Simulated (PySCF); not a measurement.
# Electron correlation in Mo²⁵⁺ (molybdenum, charge +25)

[Ne] 3s2 3p5, 2P determinant. Computed with PySCF 2.14 in an uncontracted even-tempered set (18 s from 2.9 bohr⁻², ratio 2.5; 12 p from 3.8 bohr⁻², ratio 2.5; 5 d from 19 bohr⁻², ratio 2.7; 4 f from 28 bohr⁻², ratio 2.7), with the spin-free X2C one-electron Hamiltonian (Gaussian nucleus). Frozen: 1s2; 15 electrons correlated; the 21 highest virtual orbitals of each spin left out.

```json
{"level": "CCSD", "correlation energy (mhartree)": "-599.45"}
{"level": "(T)", "correlation energy (mhartree)": "-1.80"}
{"level": "CCSD(T)", "correlation energy (mhartree)": "-601.25"}
```

Diagnostics: T1 = 0.00093, D1 = 0.0041, largest double amplitude 0.027.

Spin-orbit coupling, absent here, splits the open shell strongly.

Cost of the coupled-cluster step: of the order of 70 core-seconds, for 15 correlated electrons.

At this charge the one-electron X2C treatment keeps the bare 1/r₁₂, with no two-electron picture change or Breit term. The effect here is smaller than on the frozen 1s shell; and a scalar Hamiltonian misses the large spin-orbit splitting of the p shells, which matters for ns² → np² pairs.
